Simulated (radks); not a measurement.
Br VI, configuration [Ar] 3d10 4s2.

Calculated with a radial shooting solver on a logarithmic mesh with Libxc functionals: Dirac Kohn-Sham, PBE, spin-unpolarised, spherical densities, point nucleus.

Energy parts (hartree):
total: -2600.19307
kinetic: 2666.59531
electron-nucleus: -6201.74395
Hartree: 1025.14434
exchange-correlation: -90.18876

Orbitals (lengths in bohr, moments of r in powers of bohr; r(90%) holds 90 % of the orbital's charge):
| orbital | occ. | eigenvalue (hartree) | <r^2> | r(90%) |
|---|---|---|---|---|
| 1s1/2 | 2 | -491.9517 | 0.002461 | 0.0764 |
| 2s1/2 | 2 | -66.29768 | 0.04229 | 0.293 |
| 2p1/2 | 2 | -59.97001 | 0.03250 | 0.266 |
| 2p3/2 | 4 | -58.22326 | 0.03395 | 0.272 |
| 3s1/2 | 2 | -11.34535 | 0.3484 | 0.819 |
| 3p1/2 | 2 | -9.14205 | 0.3612 | 0.848 |
| 3p3/2 | 4 | -8.88971 | 0.3746 | 0.863 |
| 3d3/2 | 4 | -5.06428 | 0.4150 | 0.953 |
| 3d5/2 | 6 | -5.02379 | 0.4204 | 0.959 |
| 4s1/2 | 2 | -2.97759 | 2.420 | 2.12 |

The highest occupied level is 4s1/2 at -81.024 eV. The density falls to 0.001 e/bohr^3 at r = 2.75 bohr. For comparison, the ionisation energy in NIST's Atomic Spectra Database is 87.39 eV (measured). In exact Kohn-Sham theory the highest level is minus the ionisation energy, but local and semilocal functionals leave it too shallow, through self-interaction and a potential that decays too fast; potentials with the right tail come closer.
